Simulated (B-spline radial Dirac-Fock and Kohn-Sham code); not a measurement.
**Atomic cesium: differential elastic cross section for electrons at 132 eV**

Model: relativistic (Dirac) partial waves in the static field of the Dirac-Fock atom with Furness-McCarthy exchange, without polarisation or absorption potentials. Program: a B-spline atomic structure program. Below a few hundred eV the neglected polarisation potential matters, most of all at small angles.

| θ (°) | dσ/dΩ (a₀²/sr) | Sherman function |
| --- | --- | --- |
| 0 | 256 | 0.000 |
| 10 | 62.1 | -0.001 |
| 20 | 4.80 | -0.021 |
| 30 | 1.55 | -0.005 |
| 40 | 2.87 | 0.029 |
| 50 | 1.57 | 0.059 |
| 60 | 0.124 | 0.213 |
| 70 | 0.337 | -0.143 |
| 80 | 1.16 | -0.069 |
| 90 | 1.16 | -0.054 |
| 100 | 0.455 | -0.054 |
| 110 | 0.0306 | 0.177 |
| 120 | 0.161 | 0.097 |
| 130 | 0.283 | 0.033 |
| 140 | 0.124 | -0.037 |
| 150 | 0.262 | -0.065 |
| 160 | 1.29 | -0.017 |
| 170 | 2.78 | -0.005 |
| 180 | 3.49 | 0.000 |

The total elastic cross section is 28.2 a₀², the first transport cross section 7.69 a₀² and the second, weighted with (3/2) sin²θ, 9.23 a₀². The mean deflection is ⟨1 − cos θ⟩ = 0.273, and 10 % of the collisions scatter beyond 90°.

On this grid of angles the cross section has minima near 30°, 60°, 110°, 140°, from interference among the few low partial waves with large phase shifts.

Phase shifts modulo π (rad) for κ = −1 to −5: -1.094, -0.157, 0.374, 0.415, 1.319.

Values without a named source are computed, but for edge energies of neutral atoms, which are taken from tables.
